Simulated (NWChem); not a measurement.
Species: C4H5NO; SMILES N#CC1COC1

```xyz
11

N     -0.2892    -2.5955     0.0000
C      0.1181    -1.5080     0.0000
C      0.6085    -0.1372     0.0000
C      0.0123     0.8573    -1.0360
O     -0.2867     1.8117     0.0000
C      0.0123     0.8573     1.0360
H      1.7022    -0.1376     0.0000
H      0.7127     1.2533    -1.7787
H     -0.8909     0.4873    -1.5368
H      0.7127     1.2533     1.7787
H     -0.8909     0.4873     1.5368
```
Atoms are numbered in this order, from 1.

Level: B3LYP/6-31G* (spherical d) (NWChem), optimised geometry, unscaled harmonic frequencies. 

Question: List the harmonic frequencies with IR intensities, and the thermochemistry.

Answer: 
```csv
frequency (cm⁻¹),IR intensity (km/mol)
92,13.2
187,9.2
245,0.9
524,0.5
542,0.6
672,0.5
873,20.2
904,0.1
977,22.7
1016,0.4
1056,96.9
1102,3.3
1128,0.6
1168,1.3
1182,1.5
1250,5.5
1319,0.3
1360,6.7
1400,5.2
1541,1.7
1567,0.8
2362,10.1
3050,89.4
3059,6.7
3099,11.4
3110,11.2
3119,51.8
```

zero-point energy: 54.2 kcal/mol
thermal correction to the enthalpy at 298.15 K (with zero-point energy): 58.2 kcal/mol
heat capacity Cv: 18.5 cal/(mol K)
entropy at 298.15 K and 1 atm (symmetry number 1): 75.3 cal/(mol K)
dipole moment: 2.63 D

Rigid rotor and harmonic oscillator; modes under 100 cm⁻¹ make the entropy uncertain.
